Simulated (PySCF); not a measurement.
**Ba³⁹⁺: ionisation energy**

Ba³⁹⁺ [Ne] 3s2 3p5 (2P) → Ba⁴⁰⁺ [Ne] 3s2 3p4 (3P), as a difference of total energies. All numbers are calculated (PySCF 2.14, scalar relativity by spin-free X2C-1e, in an even-tempered Gaussian basis (18 s from 6.9 bohr⁻², ratio 2.5; 12 p from 9 bohr⁻², ratio 2.5; 5 d from 40 bohr⁻², ratio 2.7; 4 f from 60 bohr⁻², ratio 2.7)). Correlated levels: outer shells: 1s2 frozen; virtual orbitals above 40 to 60 times the deepest correlated orbital energy dropped. The calculations carry no spin-orbit coupling.

```
                method  ionisation energy (eV)
                   UHF                  2928.7
    MP2 (outer shells)                  2929.7
SCS-MP2 (outer shells)                  2929.7
   CCSD (outer shells)                  2929.7
CCSD(T) (outer shells)                  2929.7
```

Spin-orbit coupling is strong in these open shells (close to jj coupling). The scalar numbers leave it out and a first-order estimate fails, so it can dominate the gap to the real levels.

Breit and QED terms and the two-electron picture change are absent.

For comparison: 2901 ± 4 eV (theoretical estimate listed by NIST; NIST Atomic Spectra Database, ionization energies).
